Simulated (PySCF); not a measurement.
A structure optimised at r2SCAN-D4/def2-SVP, used in a PySCF frequency run:

```xyz
10

F     -0.5430     2.1897    -0.5244
Si    -0.4752     0.9111     0.4782
N     -1.4574    -0.4011    -0.1238
C     -0.8378    -1.4587    -0.4779
O      0.4950    -1.6854    -0.4099
Si     1.4629    -0.3917     0.2450
H     -0.9148     1.3824     1.8142
H     -1.3583    -2.3368    -0.8970
H      2.1154    -0.9292     1.4712
H      2.4864    -0.0531    -0.7807
```

Q: Write its SMILES and formula.

A: F[Si@H]1N=CO[SiH2]1, CH4FNOSi2

Q: What are its rotational constants (standard atomic weights)?

A: 3.7569, 2.0942, 1.5258 GHz
